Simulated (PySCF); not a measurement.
# `ClCCc1ccco1`, C$_{6}$H$_{7}$ClO

Geometry:
```csv
atom,x (Å),y (Å),z (Å)
Cl1,-2.058,-0.864,1.655
C2,-2.151,0.322,0.326
C3,-1.207,-0.068,-0.809
C4,0.221,-0.044,-0.377
C5,1.026,-1.013,0.145
C6,2.277,-0.396,0.395
C7,2.137,0.899,0.009
O8,0.896,1.124,-0.458
H9,-3.187,0.336,-0.013
H10,-1.882,1.291,0.746
H11,-1.345,0.648,-1.623
H12,-1.460,-1.066,-1.167
H13,0.761,-2.033,0.330
H14,3.152,-0.857,0.804
H15,2.816,1.729,0.014
```

The calculation used GIAO LDA/3-21G magnetisability, rotational g tensor and spin-rotation constants, non-relativistic, gas phase (PySCF 2.14.0). Geometry: GFN2-xTB.

Task: What are the magnetisability and the molar susceptibility?

Result: Isotropic -1434 × 10⁻³⁰ J/T², or -86.3 × 10⁻⁶ cm³/mol; principal values -1867, -1224, -1211 × 10⁻³⁰ J/T², anisotropy 649 × 10⁻³⁰ J/T² (root of half the summed squared differences of the principal values). The susceptibility is in cgs units.

Task: Split it along the inertial axes a, b, c into diamagnetic and paramagnetic parts about the centre of mass, with the quadrupole moment.

Result: 
```csv
axis,χ (10⁻⁶ cm³/mol),diamagnetic (10⁻⁶ cm³/mol),paramagnetic (10⁻⁶ cm³/mol),summed x² of all electrons (Å²),quadrupole Θ (D Å)
a,-83.2,-436.1,352.9,241.8,-0.99
b,-79.5,-1166.7,1087.2,69.6,+2.16
c,-96.3,-1321.1,1224.8,33.2,-1.16
```
Anisotropies 2χaa − χbb − χcc = +9.3 and 2χbb − χaa − χcc = +20.5 × 10⁻⁶ cm³/mol. Θ is traceless in Buckingham's convention.

Task: And the rotational g tensor?

Result: 
| axis | rotational constant (GHz) | g | nuclear part | electronic part |
| --- | --- | --- | --- | --- |
| a | 3.6761 | -0.0159 | 0.5936 | -0.6095 |
| b | 1.0683 | -0.0074 | 0.5382 | -0.5456 |
| c | 0.9364 | +0.0017 | 0.5405 | -0.5388 |

Asymmetric top; isotopes 12C, 35Cl, 1H, 16O; no vibrational averaging.
